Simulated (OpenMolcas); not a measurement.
W5+ in a ligand field

W5+ with 4 ligands (fluoride) in tetrahedral coordination (Td) at 1.8 Å. Ligand basis ANO-RCC-VDZP.

```json
{"Program": "OpenMolcas 26.06", "Method": "SS-CASPT2, IPEA 0.25 Eh, imaginary shift 0.1 Eh (the 31 lowest orbitals frozen, all others correlated)", "Basis": "ANO-RCC-VDZP [7s6p4d2f1g]", "Scalar Hamiltonian": "DKH2, point nucleus", "Active space": "1 electron in 5 orbitals (5d)", "State averaging": "2S+1 = 2 even, 5 roots", "Spin-orbit coupling": "state interaction with AMFI integrals over the reference wave functions"}
```

The lowest spin-free states (labels of Td), above the lowest:

```json
{"State": "2E", "Degeneracy": "2", "E (cm-1)": "0"}
{"State": "2T2", "Degeneracy": "3", "E (cm-1)": "17160"}
```

The lowest levels with spin-orbit coupling:

```tsv
E (cm-1)	Degeneracy	Label	2S+1	g
0	4	Γ8	2	
17990	4	Γ8	2	
18860	2		2	1.09 1.09 1.09
```

Electric-dipole absorption from the lowest level at this geometry, strongest bands:

```
E (cm-1)  λ (nm)  Label         f
   17990     556     Γ8  4.09e-03
   18860     530         2.89e-03
```

Powder χT (cm3 K/mol): 0.228 at 2 K, 0.228 at 10 K, 0.229 at 50 K, 0.23 at 100 K, 0.232 at 200 K, 0.235 at 300 K. The effective moment at 300 K is 2.828 √(χT) = 1.37 μB.

The lowest level has 2S+1 = 2, for which the spin-only value is χT = S(S+1) / 2 = 0.375 cm3 K/mol (g = 2). The computed 0.235 at 300 K differs by -0.140, through orbital momentum, spin-orbit coupling and any other state in reach.

The gap between the two states is 10Dq = -17164 cm-1 (negative for this site).

Roots that are degenerate in the reference are averaged as groups; the widest CASPT2 spread within a group is 60 cm-1 (the 3-fold group of multiplicity 2 near 17200 cm-1 above the lowest state of its run). Shifts and gaps below about the spread of the groups concerned are not significant. Over all roots computed the reference weight is 0.75; a low but even weight reflects the number of correlated electrons. An orbital doublet at a regular site is open to a Jahn-Teller distortion, which this geometry leaves out. The least metal-like active orbital is 68 % on the metal (Löwdin) and no ligand orbital is active, so the numbers are rough. Ligand-to-metal charge-transfer states are missing. With one d shell and no ligand orbital active, 10Dq can be off by a tenth or more. No measured value stands beside these numbers; the geometry is a model, was not optimised and need not be the one that this ion takes.

The CASPT2 steps took 21 s on 1 thread of Arm Neoverse V2, on a shared host; the integral step is not counted.
